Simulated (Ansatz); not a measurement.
```yaml
crystal:
  periodic: [false, false, false]
  atoms:
    - {symbol: N, position_ang: [-1.387861, 0.620894, -0.862429]}
    - {symbol: C, position_ang: [-0.493852, 0.217800, -0.078094]}
    - {symbol: B, position_ang: [0.265405, -0.123056, 1.183656]}
    - {symbol: N, position_ang: [0.786753, -0.362373, -0.073199]}
    - {symbol: H, position_ang: [-1.124937, 0.499373, -1.840542]}
    - {symbol: H, position_ang: [0.514687, -0.233134, 2.334328]}
    - {symbol: H, position_ang: [1.501005, -0.687506, -0.709419]}
basis:
  gaussian: {orbitals: def2-TZVPP, nuclear_model: gaussian}
hamiltonian: {xc: {name: r2SCAN50}, dispersion: d3bj, pseudopotentials: {relativity: none}}
charge: 1
output: {forces: true}
```

```sh
$ ansatz run in.yaml --threads 2 --pin off --events-out ev --progress --plain --max-ram 4352MiB
```

It prints (some lines left out):

```
Error: YAML parse error: error: line 14 column 1: unknown field `charge`, expected one of crystal, accuracy, basis, kpoints, hamiltonian, magnetization, projection, total_charge, correlation, batch, efield, external_charges, scf, relax, neb, saddle, md, ramp, phonons, dielectric, real_time, elastic, magnetic_configurations, gw, evaluate, workflow, output, checkpoint, execution
  --> <input>:14:1
   |
12 |   gaussian: {orbitals: def2-TZVPP, nuclear_model: gaussian}
13 | hamiltonian: {xc: {name: r2SCAN50}, dispersion: d3bj, pseudopoten…
14 | charge: 1
   | ^ unknown field `charge`, expected one of crystal, accuracy, basis, kpoints, hamiltonian, magnetization, projection, total_charge, correlation, batch, efield, external_charges, scf, relax, neb, saddle, md, ramp, phonons, dielectric, real_time, elastic, magnetic_configurations, gw, evaluate, workflow, output, checkpoint, execution
15 | output: {forces: true}
   |
```

Task: What is wrong with this run?

Result: The input holds a key that doesn't belong there. The program refused the input.
